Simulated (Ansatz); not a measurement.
F2Ge (SMILES [F][Ge][F]) moved off its minimum; all values from Ansatz (a quantum-chemistry and plane-wave program), cores frozen in correlated methods.
(charge 0, multiplicity 1)
```xyz
3

Ge     0.0537     0.0249     0.4076
F      0.6282     1.2341    -0.6908
F     -0.7240    -1.1444    -0.7138
```

Forces at wB97M-V/def2-TZVPP (eV/Å):

```json
[
 {"atom": "Ge1", "Fx": "-0.557", "Fy": "-0.967", "Fz": "-0.081"},
 {"atom": "F2", "Fx": "0.022", "Fy": "0.114", "Fz": "-0.415"},
 {"atom": "F3", "Fx": "0.534", "Fy": "0.853", "Fz": "0.496"}
]
```

### Question
Give the forces (eV/Å), the total energy and the dipole at CCSD(T)/aug-cc-pVTZ.

### Answer

| atom | Fx | Fy | Fz |
|---|---|---|---|
| Ge1 | -0.564 | -0.977 | -0.087 |
| F2 | 0.039 | 0.143 | -0.417 |
| F3 | 0.525 | 0.834 | 0.504 |
Energy -2275.0874 hartree, dipole 2.43 D.
